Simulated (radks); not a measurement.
Results of a calculation; reference values are marked as such.
Charge is removed step by step from the 4f (averaged over the sub-levels emptied) level of Ho2+, starting from [Xe] 4f11. Code: a radial shooting solver on a logarithmic mesh with Libxc functionals. Model: Dirac Kohn-Sham, PBE, spin-unpolarised, spherical densities, point nucleus; open shells are shared between the two j in proportion to 2j + 1.

removed (e),E - E(0) (eV),eigenvalue (eV),E minus straight line (eV)
0,0.000,-17.247,0.000
0.125,2.283,-19.290,-0.952
0.25,4.825,-21.390,-1.644
0.375,7.633,-23.543,-2.071
0.5,10.713,-25.747,-2.225
0.625,14.071,-27.999,-2.101
0.75,17.714,-30.298,-1.693
0.875,21.648,-32.641,-0.994
1,25.877,-35.028,0.000

Removing the whole electron costs 25.877 eV by Delta-SCF, against 17.247 eV from minus the eigenvalue at the starting occupation. Slater's transition state (half an electron removed) gives 25.747 eV. Integrating minus the eigenvalue over the occupation (Janak's theorem) gives 25.877 eV. The mean slope of the eigenvalue, de/dn, is 17.8 eV per electron. Ionisation energy of Ho2+ in the NIST Atomic Spectra Database: 22.79 eV (semi-empirical).

Beside tabulated values, note that spin-unpolarised runs miss the spin-polarisation part of the exchange energy of open shells.
